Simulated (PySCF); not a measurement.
H$_{8}$N$_{4}$Si (SMILES N[Si](N)(N)N), singlet, geometry from GFN2-xTB. Base run: HF/6-31G (PySCF).

Input for PySCF:
```python
from pyscf import gto, scf, solvent

mol = gto.M(
    atom='''
N    -0.152539   -1.709216    0.257088
Si    0.000000   -0.000000   -0.000000
N     1.595193    0.470387   -0.494851
N    -0.453001    0.659173    1.539826
N    -0.989653    0.579657   -1.302063
H    -0.013352   -2.297355   -0.548628
H    -0.975148   -2.017412    0.749269
H     2.355223    0.156288    0.086660
H     1.832161    0.307256   -1.459811
H    -0.356447    1.656100    1.645992
H    -0.070197    0.204719    2.352750
H    -0.786816    1.505437   -1.642208
H    -1.985424    0.484966   -1.184024
''',
    basis='6-31g',
    charge=0,
    spin=0,
    verbose=3,
)

mf = scf.RHF(mol)
mf.kernel()
```

Variants of this job, named by their change:

| change | ΔE vs base (kcal/mol) | HOMO-LUMO gap (eV) |
|---|---|---|
| base | 0.000 | 15.54 |
| model = ddCOSMO; solvent = acetonitrile | -9.38 | 15.75 |
| model = COSMO; solvent = acetonitrile | -14.19 | 15.83 |
| model = IEF-PCM; solvent = acetonitrile | -14.16 | 15.83 |
| model = IEF-PCM; solvent = n-hexane | -5.17 | 15.64 |
| model = IEF-PCM; solvent = acetonitrile; vdw_scale = 1.4 | -7.11 | 15.69 |
| model = IEF-PCM; solvent = chloroform | ? | 15.75 |
| model = SS(V)PE; solvent = acetonitrile | -14.11 | 15.82 |
| model = IEF-PCM; solvent = acetonitrile; lebedev_order = 41 | ? | 15.83 |
| model = IEF-PCM; solvent = acetonitrile; r_probe = 0.5 | ? | 15.64 |
| model = IEF-PCM; solvent = acetonitrile; vdw_scale = 1.0 | -27.76 | 16.09 |
| model = IEF-PCM; solvent = acetonitrile; vdw_scale = 1.1 | -19.96 | 15.94 |

Task: Fill in the missing entries.

Result: 
- model = IEF-PCM; solvent = chloroform, ΔE vs base (kcal/mol): -10.26
- model = IEF-PCM; solvent = acetonitrile; lebedev_order = 41, ΔE vs base (kcal/mol): -14.25
- model = IEF-PCM; solvent = acetonitrile; r_probe = 0.5, ΔE vs base (kcal/mol): -4.46

The base is the gas phase, so ΔE is the electrostatic part of solvation at a fixed geometry, without cavity and dispersion terms.
